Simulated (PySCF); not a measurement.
Job file and geometry (Å, from GFN2-xTB) of an NMR shielding run on `C[C@@](F)([SiH3])C(=S)CF`, C₄H₈F₂SSi, GIAO PBE0/pcSseg-1 NMR shielding, non-relativistic, gas phase in PySCF; density fitting, a coarse starting grid and PySCF grid level 2 are the driver's defaults:

```
$ OMP_NUM_THREADS=1 python probes_run.py task.json out

{"job": {"kind": "nmr", "xc": "PBE0", "basis": "pcSseg-1"}, "charge": 0, "multiplicity": 1}
C     -0.820700     1.438437     0.946223
C     -0.189464     0.150774     0.441794
F      0.282562    -0.568154     1.539480
Si    -1.552251    -1.013822    -0.375252
C      0.880763     0.344442    -0.539694
S      0.822840     1.513606    -1.674878
C      2.046515    -0.603213    -0.514772
F      1.642202    -1.913597    -0.468962
H     -0.064853     2.061345     1.423393
H     -1.254072     1.987867     0.116556
H     -1.594547     1.210360     1.674480
H     -2.565781    -1.114653     0.672127
H     -0.930601    -2.291466    -0.680294
H     -2.021706    -0.282870    -1.549057
H      2.663113    -0.481742    -1.409756
H      2.648382    -0.428371     0.387203
```

Problem. Write the output of this run.

Solution. 
```
coarse grid: 14728 points
cycle   1  E = -1043.7134108331  dE =  8.456e-01  |g| = 6.762e-01  |ddm| = 3.664e+00
cycle   2  E = -1043.5649393856  dE =  1.485e-01  |g| = 1.115e+00  |ddm| = 1.488e+00
cycle   3  E = -1043.7919800175  dE = -2.270e-01  |g| = 1.727e-01  |ddm| = 1.135e+00
cycle   4  E = -1043.7987209354  dE = -6.741e-03  |g| = 7.174e-02  |ddm| = 2.828e-01
cycle   5  E = -1043.8000014942  dE = -1.281e-03  |g| = 1.634e-02  |ddm| = 1.006e-01
cycle   6  E = -1043.8000590254  dE = -5.753e-05  |g| = 3.995e-03  |ddm| = 2.154e-02
cycle   7  E = -1043.8000625365  dE = -3.511e-06  |g| = 9.796e-04  |ddm| = 4.629e-03
final grid: 134688 points
cycle   8  E = -1043.8627042679  dE = -3.211e-05  |g| = 1.071e-02  |ddm| = 3.235e-02
cycle   9  E = -1043.8626338739  dE =  7.039e-05  |g| = 1.982e-02  |ddm| = 3.068e-02
cycle  10  E = -1043.8627297853  dE = -9.591e-05  |g| = 2.500e-03  |ddm| = 2.333e-02
cycle  11  E = -1043.8627313582  dE = -1.573e-06  |g| = 4.124e-04  |ddm| = 3.067e-03
cycle  12  E = -1043.8627313852  dE = -2.704e-08  |g| = 1.580e-04  |ddm| = 4.490e-04
cycle  13  E = -1043.8627313894  dE = -4.226e-09  |g| = 3.493e-05  |ddm| = 1.573e-04
cycle  14  E = -1043.8627313898  dE = -3.274e-10  |g| = 8.951e-06  |ddm| = 6.221e-05
converged SCF energy = -1043.8627313898

GIAO shielding tensors (ppm)
atom      isotropic    diamagn.    paramagn.     s11        s22        s33       span
  0 C      157.065     246.986     -89.921    140.384    150.959    179.851     39.467
  1 C       73.415     247.185    -173.770     53.387     62.434    104.425     51.038
  2 F      353.395     476.769    -123.373    303.229    359.551    397.406     94.176
  3 Si     378.467     880.193    -501.725    329.110    359.903    446.389    117.278
  4 C      -87.087     264.074    -351.161   -233.866   -158.032    130.638    364.503
  5 S     -452.533    1057.884   -1510.417  -1768.271   -254.131    664.803   2433.074
  6 C       92.238     237.626    -145.388     69.198     84.310    123.205     54.007
  7 F      383.253     475.543     -92.290    322.562    365.268    461.930    139.368
  8 H       29.800      29.650       0.150     26.202     27.748     35.450      9.248
  9 H       29.055      29.883      -0.828     24.481     28.440     34.244      9.762
 10 H       29.865      29.771       0.094     26.104     28.165     35.327      9.222
 11 H       27.440      29.631      -2.191     24.544     25.721     32.055      7.512
 12 H       27.138      29.290      -2.152     22.795     27.462     31.156      8.361
 13 H       27.951      29.577      -1.626     24.520     26.888     32.443      7.923
 14 H       26.229      28.331      -2.102     21.438     26.470     30.780      9.342
 15 H       25.746      27.698      -1.952     24.296     24.773     28.168      3.872
```

Problem. Turn these shieldings into chemical shifts. δ = σ(ref) − σ, references computed at the same level: TMS for ¹³C (186.93 ppm) and ²⁹Si (349.16 ppm) and ¹H (31.72 ppm); CFCl3 for ¹⁹F (170.95 ppm); CS2 for ³³S (503.73 ppm).

Solution. Averaging equivalent atoms: C 4: 274.0; C 1: 113.5; C 6: 94.7; C 0: 29.9; F 2: -182.4; F 7: -212.3; Si 3: -29.3; S 5: 956; H 15: 5.97; H 14: 5.49; H 11/12/13: 4.21; H 8/9/10: 2.14 ppm. Unscaled 19F shifts against computed CFCl3 carry errors that often reach 10 to 50 ppm.

Size and cost of the density-fitted run: 190 basis functions, 80 s wall time on 1 thread of an Intel Xeon, shared host; peak memory 0.9 GiB.
